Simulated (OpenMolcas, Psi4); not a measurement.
# A ladder of methods for C2H5BClF (SMILES BC(F)CCl)

The species is C2H5BClF (10 atoms), meant as a singlet with charge 0. SMILES: `BC(F)CCl`. The coordinates come from a PBE0-D4/def2-TZVP relaxation. This is one conformer, not always the lowest.

```xyz
10

B    -1.3092   -0.7117   -0.2812
C     0.1789   -0.4968    0.1265
F     0.5203   -1.0803    1.3360
C     0.6553    0.9349    0.1000
Cl    2.4287    1.0678    0.2063
H    -2.0103   -1.4508    0.3369
H    -1.7074   -0.1723   -1.2706
H     0.7285   -1.0462   -0.6651
H     0.2485    1.4918    0.9437
H     0.3498    1.4128   -0.8297
```

Each level gives the dipole moment (D). The values are calculated.

```tsv
level	kind	program	value (D)	CPU time
HF/def2-SVP	Hartree–Fock	OpenMolcas	3.02	15 s
PBE/def2-SVP	GGA	OpenMolcas	2.19	51 s
TPSS/def2-SVP	meta-GGA	OpenMolcas	2.37	61 s
r2SCAN/def2-SVP	meta-GGA	OpenMolcas	2.48	53 s
B3LYP/def2-SVP	global hybrid	OpenMolcas	2.39	43 s
BHLYP/def2-SVP	global hybrid	OpenMolcas	2.67	45 s
M06-2X/def2-SVP	hybrid meta-GGA	OpenMolcas	2.60	53 s
wB97X-V/def2-SVP	range-separated hybrid	Psi4	2.54	1.9 min
```

The values span 2.19 to 3.02 D. Magnitudes only. CPU times are rough (shared hosts, several kinds of processor): they show what a rung costs within a factor of a few.
